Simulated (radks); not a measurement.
The numbers below are computed, except where a source is named.
Polarisability of the chlorine ion Cl6+, [Ne] 3s1, at imaginary frequency. Level of theory: scalar-relativistic Kohn-Sham, LDA (Slater exchange, Perdew-Wang correlation), spin-polarised, spherical densities, finite nucleus; open shells are filled with parallel spins first; Fermi nuclear charge, rms radius 3.3654 fm (a radial shooting solver on a logarithmic mesh with Libxc functionals). Response by self-consistent Sternheimer equations with the Hartree and adiabatic LDA kernel, the relativistic mass of each level held fixed and spin-orbit coupling left out.

w (hartree)  alpha1(iw) (bohr^3)  alpha2(iw) (bohr^5)
0.00266                    1.759                1.358
0.0143                     1.758                1.358
0.0360                     1.753                1.357
0.0697                     1.736                1.355
0.118                      1.694                1.348
0.186                      1.608                1.333
0.280                      1.450                1.303
0.413                      1.207                1.245
0.605                     0.8990                1.139
0.892                     0.5911               0.9636
1.35                      0.3485               0.7174
2.12                      0.1924               0.4459
3.59                      0.1044               0.2204
6.94                     0.05429              0.08063
17.5                     0.01838              0.01765

Static values: alpha1 = 1.759 bohr^3 (0.2607 angstrom^3; uncoupled 2.088), alpha2 = 1.358 bohr^5, alpha3 = 2.019 bohr^7. C6 = 1.504, C8 = 8.177, triple-dipole C9 = 1.897 atomic units. One-pole (London) frequency 4 C6 / (3 alpha1^2) = 0.648 hartree, against 3.947 for minus the highest occupied eigenvalue.
